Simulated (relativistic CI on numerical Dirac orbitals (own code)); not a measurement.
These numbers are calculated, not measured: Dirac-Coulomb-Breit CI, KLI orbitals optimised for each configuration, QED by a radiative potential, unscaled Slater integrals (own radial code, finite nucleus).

CI space (outside the closed core [Ne]): 3s2 3p6 3d5, 3s2 3p5 3d6, 3s2 3p4 3d7, 3s 3p6 3d6, 3p6 3d7, 3s 3p5 3d7, 3s2 3p6 3d4 4s, 3s2 3p6 3d4 4p, 3s2 3p4 3d6 4s, 3s2 3p6 3d4 4d, 3s2 3p4 3d6 4p, 3s2 3p5 3d5 4s, 3s2 3p6 3d4 4f, 3s 3p5 3d6 4s, 3s2 3p5 3d5 4p, 3s 3p5 3d6 4p, 3p6 3d6 4s, 3s2 3p6 3d3 4s2, 3p6 3d6 4p, 3s2 3p6 3d3 4s 4p, 3s2 3p6 3d4 5s, 3p6 3d5 4s2. Levels of other configurations are missing.

At this charge energies of transitions that change n are usually good to better than 1 %, and those within a shell (Δn = 0) to a few per cent.

Outline of the computed level scheme of Ta LI. Lowest level of each configuration: 3s2 3p6 3d5 4P_5/2 at 0.000 eV; 3s2 3p5 3d6 4G°_11/2 at 364.789 eV.

Some strong electric-dipole decays among the lowest 45 levels: 3s2 3p5 3d6 2D°_5/2 → 3s2 3p6 3d5 4P_5/2 (1.7e+12 s⁻¹); 3s2 3p5 3d6 4D°_7/2 → 3s2 3p6 3d5 4P_5/2 (5.9e+11 s⁻¹); 3s2 3p5 3d6 4D°_7/2 → 3s2 3p6 3d5 4P_5/2 (1.2e+11 s⁻¹); 3s2 3p5 3d6 2P°_1/2 → 3s2 3p6 3d5 4D_3/2 (1.1e+10 s⁻¹); 3s2 3p5 3d6 4G°_11/2 → 3s2 3p6 3d5 2H_11/2 (8.4e+09 s⁻¹); 3s2 3p5 3d6 4F°_9/2 → 3s2 3p6 3d5 4G_7/2 (7.5e+09 s⁻¹); 3s2 3p5 3d6 4G°_11/2 → 3s2 3p6 3d5 2G_9/2 (7.2e+09 s⁻¹); 3s2 3p5 3d6 4D°_7/2 → 3s2 3p6 3d5 2G_9/2 (7.2e+09 s⁻¹).

LS names give the leading component of a level, which can be under half, so a name can repeat, a term be missing and a line seem to break the LS rules.
